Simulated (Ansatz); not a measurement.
Gas-phase electronic energies from Ansatz, PBE0-D4/def2-TZVP geometries. CCSD(T)/CBS is the MP2 limit (def2-TZVPP, def2-QZVPP) plus CCSD(T) − MP2 in def2-TZVPP, frozen cores. This one scheme is used for every species. DFT in def2-TZVPP. B3LYP here is the variant with VWN-RPA as its local correlation; programs differ in this. For Br outer-core shells are correlated without core-valence functions, which leaves a few kJ/mol of doubt a bond. Scalar relativity is left out up to krypton. Each species was taken in one conformer, which may not be the lowest.

Consider the formal exchange of groups at the Si–Br bond: `[AlH2][O][SiH2]Br` + `CCl` → `[AlH2][O][SiH3]` + `ClCBr`.

```tsv
level	ΔE (kcal/mol)	difference from CCSD(T)/CBS
B3LYP-D4	40.9	-1.3
B2PLYP	41.1	-1.1
PBE	39.7	-2.5
r2SCAN	42.1	-0.1
PBE0	41.7	-0.5
HF/def2-TZVPP	44.4	2.2
CCSD/def2-TZVPP	41.4	-0.8
SCS-MP2/def2-QZVPP	41.5	-0.7
MP2/CBS(def2)	43.0	0.8
CCSD/CBS(def2)	42.8	0.6
CCSD(T)/CBS	42.2	0
```

Largest T1 diagnostic among the species: 0.012.

From PBE to PBE0 (25 % exact exchange), in def2-TZVPP and without D4, ΔE moves by +2.0 kcal/mol. In def2-TZVPP, CCSD(T) changes the Hartree–Fock value by −3.6 kcal/mol (the triples alone add −0.6 kcal/mol) and MP2 by −2.8 kcal/mol.
